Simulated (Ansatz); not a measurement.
`CBS[SiH2]C` + HCl → `C[SiH2]Cl` + `CBS`  (ligand exchange at the Si–S bond)

Gas-phase electronic energies from Ansatz, PBE0-D4/def2-TZVP geometries. CBS: MP2 limit from def2 TZ/QZ plus the TZ coupled-cluster correction, frozen cores. This one scheme is used for every species. DFT in def2-TZVPP. B3LYP here is the variant with VWN-RPA as its local correlation; programs differ in this. HSE06 is defined as in plane-wave codes. One conformer a species, not always the lowest.

```csv
level,ΔE (kJ/mol),difference from CCSD(T)/CBS
LDA (SPW92),-41.0,2.3
revPBE-D4,-38.1,5.2
BLYP-D4,-44.2,-0.9
r2SCAN-D4,-46.0,-2.7
B97M-V,-47.0,-3.7
B3LYP-D4,-46.0,-2.7
r2SCANh-D4,-46.1,-2.8
r2SCAN0-D4,-46.3,-3.0
BHLYP-D4,-48.7,-5.4
CAM-B3LYP-D4,-49.1,-5.8
ωB97X-V,-47.5,-4.2
ωB97M-V,-47.3,-4.0
B2PLYP,-50.0,-6.7
PBE-QIDH,-45.1,-1.8
PBE,-45.7,-2.4
revPBE,-48.0,-4.7
BLYP,-54.1,-10.8
r2SCAN,-47.8,-4.5
PBE0,-47.0,-3.7
B3LYP,-54.1,-10.8
r2SCANh,-48.0,-4.7
r2SCAN0,-48.4,-5.1
HSE06,-47.0,-3.7
BHLYP,-56.0,-12.7
CAM-B3LYP,-54.2,-10.9
LC-ωPBE,-48.1,-4.8
RPA@PBE/def2-TZVPP,-43.2,0.1
HF/def2-SVP,-60.1,-16.8
CCSD/def2-SVP,-47.4,-4.1
CCSD(T)/def2-SVP,-45.1,-1.8
HF/def2-TZVPP,-61.2,-17.9
MP2/def2-TZVPP,-42.1,1.2
SCS-MP2/def2-TZVPP,-45.8,-2.5
CCSD/def2-TZVPP,-45.9,-2.6
CCSD(T)/def2-TZVPP,-42.8,0.5
MP2/def2-QZVPP,-42.5,0.8
SCS-MP2/def2-QZVPP,-46.2,-2.9
HF/CBS(def2),-61.5,-18.2
MP2/CBS(def2),-42.6,0.7
CCSD/CBS(def2),-46.4,-3.1
CCSD(T)/CBS,-43.3,0
```

Largest T1 diagnostic among the species: 0.013.

Leaving LDA and LC-ωPBE aside and taking each functional with its dispersion term where it has one, the values spread over 11.9 kJ/mol, from B2PLYP to revPBE-D4. LDA lies +4.7 kJ/mol from PBE without D4. In def2-TZVPP, CCSD(T) changes the Hartree–Fock value by +18.4 kJ/mol (the triples alone add +3.1 kJ/mol) and MP2 by +19.1 kJ/mol. The D4 term adds +8.1 kJ/mol with B3LYP and +4.8 kJ/mol with PBE0; it sums over pairs of atoms, weighted by their polarisabilities, and B3LYP, whose exchange is more repulsive, gets the larger term.
